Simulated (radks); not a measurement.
Problem. Species: Si V. Configuration: [He] 2s1.75 2p6 3s0.25 (fractional occupations, a model configuration). All-electron calculation, scalar-relativistic Kohn-Sham, AM05, spin-polarised, spherical densities, finite nucleus; open shells are filled with parallel spins first; Fermi nuclear charge, rms radius 3.1224 fm. Program: a radial shooting solver on a logarithmic mesh with Libxc functionals. Some entries of the table are withheld. Estimate them.

orbital  occ.  eigenvalue (hartree)  <r> (bohr)
1s up       1             -67.66531      0.1115
1s down     1             -67.64569      0.1115
2s up       1              -7.23494      0.5621
2s down  0.75              -7.20310      0.5624
2p up       3                   (1)      0.5265
2p down     3                   (2)      0.5266
3s up    0.25              -1.91463       1.729
3p up       0              -1.57017       1.872
3d up       0              -1.12417       2.089

Solution. 
(1) 2p up eigenvalue (hartree): -5.64604
(2) 2p down eigenvalue (hartree): -5.61615
